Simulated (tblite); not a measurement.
Compound: C5H12O3Si.
Structure used (GFN2-xTB), in Å, numbered top down from 1:
```
atom  x, y, z in Å
C1     0.2870   -1.3125   -1.8264
C2     0.7229   -0.5446   -0.8344
O3     2.0241   -0.4180   -0.5756
Si4    2.6205    0.4899    0.6415
O5     4.1947    0.2153    0.3726
O6    -0.0072    0.2097    0.0298
C7    -1.4295    0.2001   -0.0238
C8    -1.8954    1.4747    0.6722
C9    -1.9900   -1.0439    0.6632
H10    1.0040   -1.8313   -2.4311
H11   -0.7498   -1.4406   -2.0633
H12    2.2059   -0.0254    1.9439
H13    2.2903    1.9025    0.4793
H14    4.8522    0.6035    0.9389
H15   -1.7474    0.2234   -1.0755
H16   -1.4806    2.3454    0.1721
H17   -1.5554    1.4742    1.7042
H18   -2.9799    1.5338    0.6510
H19   -1.6089   -1.9446    0.1892
H20   -3.0749   -1.0443    0.6039
H21   -1.6914   -1.0505    1.7087
```

Computed with GFN2-xTB (tblite): harmonic, unscaled wavenumbers at the GFN2-xTB geometry, gas phase. The method is semi-empirical: single wavenumbers can be off by several per cent or more. Modes of hydrogen on silicon can be 10 to 20 % off. One conformer, not necessarily the lowest.

Harmonic wavenumbers (cm⁻¹): 40.0, 64.8, 74.6, 96.6, 121.3, 171.3, 189.8, 222.6, 240.0, 243.4, 317.0, 380.3, 421.3, 477.6, 548.2, 569.8, 603.5, 648.0, 686.7, 743.9, 775.9, 783.3, 813.4, 837.0, 884.5, 916.4, 929.1, 941.0, 974.0, 995.3, 1064.6, 1141.7, 1158.9, 1176.6, 1257.0, 1303.7, 1315.9, 1387.4, 1397.0, 1405.0, 1471.7, 1482.6, 1486.7, 1499.0, 1726.2, 2253.8, 2301.0, 2881.3, 3041.7, 3044.9, 3049.2, 3050.2, 3050.8, 3053.2, 3157.9, 3191.2, 3721.4.

A = 2517, B = 746.2, C = 632.0 MHz; mass 148.056 u (most abundant isotopes); point group C1, symmetry number 1.

Problem. What is the zero-point energy?

Solution. ½Σν̃ = 35891 cm⁻¹ = 102.62 kcal/mol.

Problem. What is S at 500 K and 1 bar for an ideal gas of classical rigid rotors and harmonic oscillators?

Solution. Translation 43.48, rotation 31.52, vibration 63.40: S = 138.4 cal/(mol K).

Problem. And Cp and H(500 K) − H(0)?

Solution. Cp = 65.85 cal/(mol K), of which vibrations give 57.90 (their classical limit is 57 R = 113.3); H(500 K) − H(0) = 19.72 kcal/mol without the zero-point energy, 15.75 from vibrations.

Problem. Blend soft modes into free rotors: weight 1/[1 + (100 cm⁻¹/ν̃)⁴] for the oscillator and the rest for a rotor with moment μB/(μ + B), μ = h/(8π²ν), B = 10⁻⁴⁴ kg m². What vibrational entropy results?

Solution. 58.07 cal/(mol K) in place of 63.40, which changes −T·S at 500 K by +2.66 kcal/mol.

Problem. How do the functions run with temperature in this model?

Solution. 
```
T (K)  S (cal/(mol K))  Cp (cal/(mol K))  H − H(0) (kcal/mol)  G − H(0) (kcal/mol)  ln q(vib)
  100             74.4              22.7                 1.51                -5.92       2.50
  200             93.7              34.4                 4.37               -14.37       6.09
  300            109.9              46.2                 8.41               -24.57       9.51
  800            173.7              84.3                42.50               -96.50      25.07
 1000            193.5              92.3                60.19              -133.26      30.54
```

q(vib) and H(0) count from the zero-point level.

Problem. What must be added to the electronic energy to get the Gibbs energy at 500 K and 1 bar?

Solution. ZPE + [H(500 K) − H(0)] − T·S = 102.62 + 19.72 − 69.20 = 53.14 kcal/mol.

Problem. Which modes carry the vibrational entropy at 500 K?

Solution. 40.0 cm⁻¹: 6.28; 64.8 cm⁻¹: 5.33; 74.6 cm⁻¹: 5.05; 96.6 cm⁻¹: 4.54; 121.3 cm⁻¹: 4.09; 171.3 cm⁻¹: 3.41 cal/(mol K); the other 51 give 34.70 together.

Hindered rotation and anharmonicity are outside this model. Other conformers, if any are populated, would add a mixing term that is left out. The structure is chiral; the term R ln 2 for an equal mix with its mirror image is left out.
